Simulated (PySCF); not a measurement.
## How methods differ on the excitation energy of P

P [Ne] 3s2 3p3 (4S) → P [Ne] 3s2 3p2 3d1 (high-spin determinant), as a difference of total energies. Computed with PySCF 2.14 in x2c-TZVPPall with one added diffuse shell each of s, p, d type (6s6p4d1f, 51 functions), with scalar relativity by spin-free X2C-1e. Correlated levels: valence: [Ne] frozen; valence and next inner shell: 1s2 frozen. The calculations carry no spin-orbit coupling.

```json
{"method": "UHF", "excitation energy (eV)": "9.236"}
{"method": "LDA", "excitation energy (eV)": "8.726"}
{"method": "PBE", "excitation energy (eV)": "8.659"}
{"method": "PBE0", "excitation energy (eV)": "8.903"}
{"method": "r2SCAN", "excitation energy (eV)": "9.091"}
{"method": "BP86", "excitation energy (eV)": "8.613"}
{"method": "TPSS", "excitation energy (eV)": "8.822"}
{"method": "BLYP", "excitation energy (eV)": "8.520"}
{"method": "wB97M-V", "excitation energy (eV)": "8.954"}
{"method": "MP2 (valence)", "excitation energy (eV)": "9.405"}
{"method": "SCS-MP2 (valence)", "excitation energy (eV)": "9.313"}
{"method": "MP2 (valence and next inner shell)", "excitation energy (eV)": "9.399"}
{"method": "SCS-MP2 (valence and next inner shell)", "excitation energy (eV)": "9.310"}
```

Problem. How much does correlation contribute at MP2 (valence and next inner shell)?

Solution. 9.399 − (9.236) = 0.163 eV, measured against UHF.

A first-order spin-orbit estimate (lowest level to lowest level, LS coupling) adds -0.022 eV.

The promoted electron is Rydberg-like, and one or two diffuse shells describe it only roughly, which tends to raise the upper state.

In the upper state the promoted electron has a positive orbital energy at LDA, PBE, PBE0, r2SCAN, BP86, TPSS, BLYP, so the basis confines it.

The determinant of the upper state mixes LS terms, which raises its energy above the lowest term, most at the Hartree-Fock and MP2 levels.
